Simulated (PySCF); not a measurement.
tetraantimony (Sb4), SMILES [Sb]12[Sb]3[Sb]1[Sb]23.

Geometry: B3LYP-D3(BJ)/def2-SVP. The def2 effective core potentials stand for the cores of Sb; spin–orbit coupling is left out.

Method: ωB97X/def2-TZVP (PySCF).

Symmetry labels are those of the subgroup D2 that the program uses (full group Td).

Q: List the valence orbital energies around the gap with their symmetry. (Estimate from the structure and the level; the computed values follow.)

A: 
```
orbital  symmetry  energy (eV)
-------  --------  -----------
HOMO−7         B3       -16.21
HOMO−6         B2       -16.21
HOMO−5          A       -10.00
HOMO−4         B1        -8.88
HOMO−3         B2        -8.88
HOMO−2         B3        -8.88
HOMO−1          A        -7.98
HOMO            A        -7.98
LUMO           B1         0.16
LUMO+1         B2         0.16
LUMO+2         B3         0.16
LUMO+3         B1         0.45
```
